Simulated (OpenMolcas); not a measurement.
**F⁺: the spin-orbit constant, thermal populations, worked from levels**

```yaml
Program: OpenMolcas 26.06
Basis: ANO-R3 [4s4p2d1f]
Scalar_Hamiltonian: X2C, finite nucleus
Active_space: 4 electrons in 3 orbitals (2p)
State_averaging: 2S+1 = 3 even, 3 roots; 2S+1 = 1 even, 6 roots
Spin-orbit_coupling: state interaction with AMFI integrals over the reference wave functions, term energies averaged over their components
```

Methods: CASSCF; SS-CASPT2, IPEA 0.25 Eh, imaginary shift 0.1 Eh (closed shells correlated: 1s 2s). Measured levels: NIST Handbook of Basic Atomic Spectroscopic Data.

**The spin-orbit constant.** For the Hund term 3P of p4, E(J) = (A/2) J(J+1) + constant and ζ = -2S·A = -2A. From J = 0 to J = 2 the energy changes by 3 A.

```json
{"Source": "CASSCF", "E(2) - E(0)": "-473.3", "A": "-157.8", "ζ": "316"}
{"Source": "SS-CASPT2", "E(2) - E(0)": "-472.8", "A": "-157.6", "ζ": "315"}
{"Source": "measured", "E(2) - E(0)": "-489.7", "A": "-163.2", "ζ": "326"}
```

All in cm-1. SS-CASPT2 is off by -3.5 % and CASSCF by -3.3 %. Both methods take the spin-orbit matrix elements from the reference wave functions, so the second can move ζ only through the term energies and any multistate remixing. Second-order mixing with other terms is absorbed into this ζ.

**Thermal populations.** Z = Σ (2J + 1) exp(-E/kT) with k = 0.695035 cm-1/K, over the levels below. No other level of either list lies under 90000 cm-1, which is above 7 kT at each temperature.

```json
{"Level": "2s2 2p4 3P2", "2J + 1": "5", "SS-CASPT2": "0.0", "measured": "0.0"}
{"Level": "2s2 2p4 3P1", "2J + 1": "3", "SS-CASPT2": "319", "measured": "341"}
{"Level": "2s2 2p4 3P0", "2J + 1": "1", "SS-CASPT2": "473", "measured": "490"}
{"Level": "2s2 2p4 1D2", "2J + 1": "5", "SS-CASPT2": "21000", "measured": "20873"}
{"Level": "2s2 2p4 1S0", "2J + 1": "1", "SS-CASPT2": "47200", "measured": "44918"}
```

```tsv
T (K)	Z, SS-CASPT2	Z, measured levels	Ground level (%), SS-CASPT2	Ground level (%), measured levels
5000	8.622	8.600	58.0	58.1
8000	8.866	8.855	56.4	56.5
12000	9.239	9.237	54.1	54.1
```

At 12000 K, kT = 8340 cm-1, and the computed levels give Z = 5.000 + 2.887 + 0.945 + 0.403 + 0.003 = 9.239.

Term energies are means over components that CASPT2 splits; among the terms shown or strongly mixed into the levels shown the widest spread is 63 cm-1 (2s2 2p4 1D, SS-CASPT2). With the s shell closed, the reference lacks s² → p² mixing. Without dynamic correlation excited terms often stand tens of per cent too high (terms of higher spin than the ground term too low), and those without a measured partner can miss by more than the paired ones (holds for CASSCF). Computed and measured levels are paired by configuration, term and J; levels that our copy of the source lacks, or whose pairing is in doubt (as where it misses far off the trend of its configuration), stay unpaired and out of the deviations. Levels of configurations outside the active space are missing.
